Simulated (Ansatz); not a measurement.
Reaction (formal hydrolysis of the Si–Br bond): `[SiH]Br` + H₂O → `O[SiH]` + HBr

Gas-phase electronic energies from Ansatz, PBE0-D4/def2-TZVP geometries. CCSD(T)/CBS is the MP2 limit (def2-TZVPP, def2-QZVPP) plus CCSD(T) − MP2 in def2-TZVPP, frozen cores. This one scheme is used for every species. Functionals use def2-TZVPP. For Br outer-core shells are correlated without core-valence functions, which leaves a few kJ/mol of doubt a bond. Scalar relativity is left out up to krypton.

CCSD(T)/CBS gives +1.5 kJ/mol.

Task: Another level gave -1.1 kJ/mol. Which?
A. CAM-B3LYP-D4/def2-TZVPP
B. PBE0/def2-TZVPP
C. CCSD/def2-TZVPP
D. r2SCAN/def2-TZVPP

Result: D. r2SCAN -1.1, CCSD/def2-TZVPP -6.0, PBE0 5.0, CAM-B3LYP-D4 -10.5 kJ/mol.

Largest T1 diagnostic among the species: 0.016.

Leaving LDA and LC-ωPBE aside and taking each functional with its dispersion term where it has one, the values, not all of them listed here, spread over 17.2 kJ/mol, from CAM-B3LYP-D4 to HSE06-D4. LDA lies −6.9 kJ/mol from PBE without D4. At CCSD(T), def2-SVP lies −11.1 kJ/mol from the extrapolated value and def2-TZVPP −7.1 kJ/mol.
